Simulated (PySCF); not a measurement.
**Basis-set dependence of population analyses: `[SiH3][Si](P)(P)Cl`**

ClH₇P₂Si₂.
Bonds: Si1–Si2, Si2–P3, Si2–P4, Si2–Cl5. Hydrogens: H6, H7, H8 on Si1; H9, H10 on P3; H11, H12 on P4.

PBE0 throughout (PySCF), one geometry, spherical d and f functions. One conformer (not necessarily the lowest) at the PBE0-D3(BJ)/def2-SVP geometry, without solvent, vibrations or thermal averaging. Atoms taken as equivalent share a column and are averaged.

Mulliken charges (e):

| basis | functions | Si1 | Si2 | P3/P4 | Cl5 | H6/H7/H8 | H9/H10/H11/H12 |
| --- | --- | --- | --- | --- | --- | --- | --- |
| STO-3G | 52 | +0.355 | +0.304 | +0.169 | -0.366 | -0.106 | -0.079 |
| 6-31G | 79 | +0.361 | +0.079 | +0.004 | -0.255 | -0.072 | +0.006 |
| pcSseg-0 | 79 | +0.111 | +0.273 | -0.243 | -0.326 | -0.001 | +0.108 |
| 6-31G* | 104 | +0.210 | +0.173 | -0.110 | -0.237 | -0.040 | +0.048 |
| cc-pVDZ | 125 | +0.116 | +0.166 | -0.081 | -0.227 | -0.023 | +0.044 |
| def2-SVP | 125 | +0.189 | +0.246 | -0.073 | -0.263 | -0.044 | +0.026 |
| aug-cc-pVDZ | 198 | -0.893 | +0.760 | -0.976 | -0.532 | +0.298 | +0.430 |
| 6-311+G(2d,p) | 217 | +0.080 | +0.238 | -0.224 | -0.105 | -0.036 | +0.086 |
| def2-TZVP | 227 | +0.007 | +0.318 | -0.221 | -0.241 | -0.004 | +0.093 |
| cc-pVTZ | 268 | +0.054 | +0.270 | -0.121 | -0.239 | -0.010 | +0.047 |
| IGLO-III | 290 | +0.509 | +0.578 | -0.048 | -0.401 | -0.148 | -0.036 |
| pcSseg-2 | 313 | +0.378 | +0.190 | +0.020 | -0.265 | -0.102 | -0.009 |

IAO charges (e):

| basis | functions | Si1 | Si2 | P3/P4 | Cl5 | H6/H7/H8 | H9/H10/H11/H12 |
| --- | --- | --- | --- | --- | --- | --- | --- |
| STO-3G | 52 | +0.393 | +0.284 | +0.080 | -0.303 | -0.113 | -0.049 |
| 6-31G | 79 | +0.155 | +0.354 | -0.082 | -0.281 | -0.047 | +0.019 |
| pcSseg-0 | 79 | +0.106 | +0.309 | -0.093 | -0.257 | -0.032 | +0.031 |
| 6-31G* | 104 | +0.259 | +0.445 | -0.064 | -0.314 | -0.085 | -0.002 |
| cc-pVDZ | 125 | +0.255 | +0.457 | -0.078 | -0.315 | -0.085 | +0.004 |
| def2-SVP | 125 | +0.266 | +0.449 | -0.071 | -0.305 | -0.089 | 0.000 |
| aug-cc-pVDZ | 198 | +0.259 | +0.465 | -0.087 | -0.322 | -0.085 | +0.007 |
| 6-311+G(2d,p) | 217 | +0.282 | +0.468 | -0.074 | -0.324 | -0.093 | 0.000 |
| def2-TZVP | 227 | +0.286 | +0.479 | -0.076 | -0.326 | -0.095 | -0.001 |
| cc-pVTZ | 268 | +0.274 | +0.476 | -0.082 | -0.324 | -0.091 | +0.003 |
| IGLO-III | 290 | +0.285 | +0.469 | -0.074 | -0.320 | -0.095 | 0.000 |
| pcSseg-2 | 313 | +0.283 | +0.464 | -0.072 | -0.322 | -0.093 | -0.001 |

Hirshfeld charges (e):

```csv
basis,functions,Si1,Si2,P3/P4,Cl5,H6/H7/H8,H9/H10/H11/H12
STO-3G,52,+0.254,+0.288,+0.088,-0.313,-0.076,-0.044
6-31G,79,+0.171,+0.162,-0.003,-0.156,-0.057,0.000
pcSseg-0,79,+0.188,+0.194,0.000,-0.166,-0.062,-0.008
6-31G*,104,+0.182,+0.161,-0.010,-0.145,-0.062,+0.002
cc-pVDZ,125,+0.196,+0.175,-0.002,-0.140,-0.068,-0.006
def2-SVP,125,+0.201,+0.177,-0.001,-0.133,-0.070,-0.008
aug-cc-pVDZ,198,+0.196,+0.174,-0.005,-0.134,-0.067,-0.006
"6-311+G(2d,p)",217,+0.201,+0.162,0.000,-0.131,-0.068,-0.007
def2-TZVP,227,+0.196,+0.169,-0.006,-0.130,-0.068,-0.005
cc-pVTZ,268,+0.196,+0.174,-0.005,-0.134,-0.067,-0.006
IGLO-III,290,+0.193,+0.179,-0.002,-0.130,-0.069,-0.008
pcSseg-2,313,+0.199,+0.179,-0.005,-0.137,-0.069,-0.006
```

ESP-fitted charges (e):

| basis | functions | Si1 | Si2 | P3/P4 | Cl5 | H6/H7/H8 | H9/H10/H11/H12 |
| --- | --- | --- | --- | --- | --- | --- | --- |
| STO-3G | 52 | +0.132 | +0.438 | -0.180 | -0.327 | -0.044 | +0.063 |
| 6-31G | 79 | +0.016 | +0.339 | -0.328 | -0.221 | -0.014 | +0.141 |
| pcSseg-0 | 79 | -0.028 | +0.446 | -0.394 | -0.236 | -0.007 | +0.157 |
| 6-31G* | 104 | -0.081 | +0.295 | -0.261 | -0.162 | +0.006 | +0.113 |
| cc-pVDZ | 125 | -0.114 | +0.295 | -0.233 | -0.147 | +0.013 | +0.099 |
| def2-SVP | 125 | -0.083 | +0.295 | -0.252 | -0.138 | +0.004 | +0.104 |
| aug-cc-pVDZ | 198 | -0.106 | +0.266 | -0.209 | -0.141 | +0.012 | +0.090 |
| 6-311+G(2d,p) | 217 | -0.111 | +0.262 | -0.213 | -0.137 | +0.013 | +0.093 |
| def2-TZVP | 227 | -0.110 | +0.281 | -0.214 | -0.134 | +0.010 | +0.090 |
| cc-pVTZ | 268 | -0.093 | +0.274 | -0.211 | -0.138 | +0.007 | +0.089 |
| IGLO-III | 290 | -0.091 | +0.192 | -0.188 | -0.103 | +0.010 | +0.087 |
| pcSseg-2 | 313 | -0.078 | +0.300 | -0.227 | -0.160 | +0.003 | +0.096 |

Some averages cover members that differ in this geometry, most widely: H6/H7/H8, ESP-fitted in 6-31G -0.036 to -0.003; H6/H7/H8, ESP-fitted in pcSseg-0 -0.029 to +0.004; H6/H7/H8, ESP-fitted in pcSseg-2 -0.016 to +0.013; H6/H7/H8, ESP-fitted in 6-31G* -0.012 to +0.016 e.

Task: Which scheme is steadiest as the basis changes?

Result: Largest range over the bases for any column: Hirshfeld 0.18 e, ESP-fitted 0.25 e, IAO 0.29 e, Mulliken 1.40 e. Hirshfeld charges move least and Mulliken charges most, counted in e. Without the minimal STO-3G basis the ranges are Hirshfeld 0.04, ESP-fitted 0.25, IAO 0.18, Mulliken 1.40 e.

Task: How much do the charges still move between the two largest bases, IGLO-III and pcSseg-2?

Result: At most, over all atoms: Mulliken 0.387 e, IAO 0.006 e, Hirshfeld 0.006 e, ESP-fitted 0.108 e.

Task: What do the same runs give for the total energy, the frontier levels and the dipole moment?

Result: 
```csv
basis,energy (Eh),HOMO (eV),LUMO (eV),μ (D)
STO-3G,-1706.1121,-4.61,3.84,3.63
6-31G,-1725.2554,-7.47,-0.64,3.98
pcSseg-0,-1723.4337,-7.64,-1.05,4.20
6-31G*,-1725.3990,-7.38,-0.63,2.81
cc-pVDZ,-1725.5034,-7.30,-0.50,2.33
def2-SVP,-1724.9581,-7.33,-0.54,2.35
aug-cc-pVDZ,-1725.5141,-7.36,-0.71,2.20
"6-311+G(2d,p)",-1725.5549,-7.39,-0.78,2.20
def2-TZVP,-1725.5591,-7.35,-0.70,2.04
cc-pVTZ,-1725.5781,-7.35,-0.66,2.09
IGLO-III,-1725.5485,-7.31,-0.60,1.84
pcSseg-2,-1725.5909,-7.42,-0.78,2.40
```

The dipole is fixed by the density alone, so its range of 2.36 D shows that the density itself changes with the basis, not only its division among atoms.
